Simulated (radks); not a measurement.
Spherical quantum dot in the effective-mass picture: electrons in a parabolic well V = omega^2 r^2 / 2 with omega = 3.03, with a point charge +1 (a donor) at the centre, all in effective atomic units (hartree* = m*/eps^2 hartree, bohr* = eps/m* bohr), one dielectric constant everywhere. Method: non-relativistic Kohn-Sham, PBE, spin-polarised, spherical densities; computed with a radial shooting solver with Libxc functionals. Levels are named by radial order and angular momentum (1s, 1p, 1d, 2s, ...), and open shells are averaged over m.

N = 13, configuration 1s2 1p6 1d(up 3, down 0) 2s2. This is the lowest configuration that the search found. Occupied and some empty levels:

level,occupation,eigenvalue (hartree*),<r> (bohr*)
1s up,1,14.893,0.7238
1s down,1,14.965,0.7151
1p up,3,17.287,0.9923
1p down,3,17.412,0.9880
2s up,1,19.448,1.032
2s down,1,19.545,1.038
1d up,3,19.597,1.166
1d down,0,19.739,1.166
1f up,0,22.006,1.305
1f down,0,22.148,1.308
2p up,0,22.287,1.197
2p down,0,22.371,1.201
1g up,0,24.514,1.428
1g down,0,24.644,1.432

Energy (hartree*): total 159.238, kinetic 43.050, external 51.080, Hartree 75.738, exchange-correlation -10.630.
